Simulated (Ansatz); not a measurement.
# One elementary step

Start structure (GeSiPH9, singlet), relaxed at PBE0-D4/def2-TZVP:

```json
{"atom": "Ge1", "x (Å)": "-1.5733", "y (Å)": "0.0738", "z (Å)": "0.8763"}
{"atom": "Si2", "x (Å)": "0.1368", "y (Å)": "-1.5835", "z (Å)": "0.9177"}
{"atom": "H3", "x (Å)": "-2.6825", "y (Å)": "-0.3059", "z (Å)": "-0.1184"}
{"atom": "H4", "x (Å)": "-1.0201", "y (Å)": "1.4518", "z (Å)": "0.4730"}
{"atom": "H5", "x (Å)": "-2.2094", "y (Å)": "0.2189", "z (Å)": "2.2708"}
{"atom": "H6", "x (Å)": "1.9811", "y (Å)": "1.5746", "z (Å)": "-0.7238"}
{"atom": "P7", "x (Å)": "1.1734", "y (Å)": "1.0007", "z (Å)": "-1.7393"}
{"atom": "H8", "x (Å)": "-0.2235", "y (Å)": "-2.6315", "z (Å)": "1.9114"}
{"atom": "H9", "x (Å)": "0.2957", "y (Å)": "-2.2233", "z (Å)": "-0.4119"}
{"atom": "H10", "x (Å)": "1.4305", "y (Å)": "-0.9751", "z (Å)": "1.3267"}
{"atom": "H11", "x (Å)": "2.1620", "y (Å)": "1.1708", "z (Å)": "-2.7438"}
{"atom": "H12", "x (Å)": "0.5293", "y (Å)": "2.2289", "z (Å)": "-2.0387"}
```

The step: GeSiH₆ ([SiH3][GeH3]) + PH₃ → GePH₅ ([PH2][GeH3]) + SiH₄; bonds formed: Ge1–P7, Si2–H6; bonds broken: Ge1–Si2, H6–P7. Program: Ansatz 0.2.0. Basis: def2-TZVPP and def2-QZVPP. Cores are frozen in the correlated methods. Filled d shells of the heavier atoms are correlated. The def2 sets are not built for correlating such inner shells, so the correlated values are less sure here. Extrapolation: Hartree–Fock as exp(−7.88 √X), correlation as X^−2.97. Energies below are by CCSD(T) at an estimated basis limit (MP2 extrapolated from triple and quadruple zeta, plus CCSD(T) − MP2 in triple zeta).

(1) What are the electronic barrier and the energy of the step, from the start structure to the end structure? (An estimate is asked for; the value comes from the calculation.)

T1 diagnostic: at most 0.016. The restricted Hartree–Fock reference is unstable towards an unrestricted one at one or more of these structures. The start structure is not quite a true minimum (one mode of 32i cm⁻¹).

Answers

(1) Computed: Barrier 3.437 eV; step energy -0.062 eV (downhill); reverse barrier, their difference, 3.499 eV. Barrier and step energy count from the start structure, the reverse barrier from the end structure.

The saddle point: One imaginary mode of 919i cm⁻¹.
```csv
pair,start (Å),saddle (Å),end (Å)
Ge1–P7,3.90,2.79,2.32
Si2–H6,4.01,1.59,1.48
Ge1–Si2,2.38,2.64,4.47
H6–P7,1.42,1.90,3.92
```

Zero-point energy (harmonic, PBE0-D4): ZPE is 1.970 eV at the start and 1.936 eV at the saddle, so the barrier goes from 3.437 to 3.403 eV.

Labels in which every atom is bracketed show which atoms are joined, not bond orders.

For scale, one of the runs: CCSD(T)/def2-TZVPP, 258 basis functions, launched by `ansatz run in.yaml --threads 8 --pin off --events-out ev --progress --plain --max-ram 19148MiB`. Time: 21 s of wall clock on 8 CPU threads of an Intel Xeon 6975P-C; the host was shared. Peak host memory: 5.9 GiB.
